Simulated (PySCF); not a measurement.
**How the method moves the HOMO and LUMO of `CC[N]([SiH3])[GeH3]`**

Compound: C2H11GeNSi.
Geometry (PBE0-D3(BJ)/def2-SVP, Å), atoms numbered from 1 in this order:
```
atom  x, y, z in Å
C1     1.872    0.716   -0.020
C2     0.576    0.774    0.775
N3    -0.632    0.595   -0.027
Si4   -1.402    2.007   -0.688
Ge5   -1.094   -1.132   -0.486
H6     1.995   -0.262   -0.511
H7     2.744    0.877    0.633
H8     1.887    1.487   -0.806
H9     0.599    0.011    1.575
H10    0.512    1.745    1.301
H11   -1.655    3.002    0.403
H12   -0.587    2.715   -1.733
H13   -2.688    1.583   -1.316
H14   -2.551   -1.114   -0.970
H15   -0.189   -1.711   -1.597
H16   -0.925   -1.990    0.784
```

Basis pcSseg-1 throughout (PySCF), one geometry. Geometry: PBE0-D3(BJ)/def2-SVP, one conformer, isolated molecule. The calculation is non-relativistic, for germanium too.

How do the orbital energies, the gap and the dipole change with the method?

```tsv
method	kind	HOMO (eV)	LUMO (eV)	gap (eV)	μ (D)	SCF cycles
BLYP	GGA	-5.35	-0.34	5.01	0.85	13
OPBE	GGA	-5.47	-0.23	5.24	0.88	13
B97-D	GGA	-5.48	-0.35	5.13	0.86	13
PBE	GGA	-5.48	-0.52	4.97	0.86	13
LDA	LDA	-5.57	-0.82	4.75	0.86	13
KT2	GGA	-5.57	-0.74	4.84	0.82	13
KT3	GGA	-5.59	-0.49	5.10	0.82	13
BP86	GGA	-5.59	-0.60	4.99	0.88	13
B3LYP	global hybrid	-6.55	0.17	6.71	0.85	11
PBE0	global hybrid	-6.78	0.34	7.12	0.87	11
mPW1PW91	global hybrid	-6.81	0.37	7.17	0.87	11
HF	Hartree–Fock	-9.97	3.58	13.55	0.90	10
```

The HOMO spans 4.62 eV, from BLYP down to HF, and the gap runs from 4.75 eV (LDA) to 13.55 eV (HF). Over the methods BLYP (0 %), OPBE (0 %), B97-D (0 %), PBE (0 %), LDA (0 %), KT2 (0 %), KT3 (0 %), BP86 (0 %), B3LYP (20 %), PBE0 (25 %), mPW1PW91 (25 %), HF (100 %), a straight line through the gap against the share of exact exchange rises by 0.85 eV for each 10 % (correlation coefficient 0.999). The dipole ranges from 0.82 D (KT3) to 0.90 D (HF). This basis has no diffuse functions.

The vertical ΔSCF ionisation energy at PBE0/def2-SVPD is 8.48 eV; −ε(HOMO) comes closest to it with HF (9.97 eV).
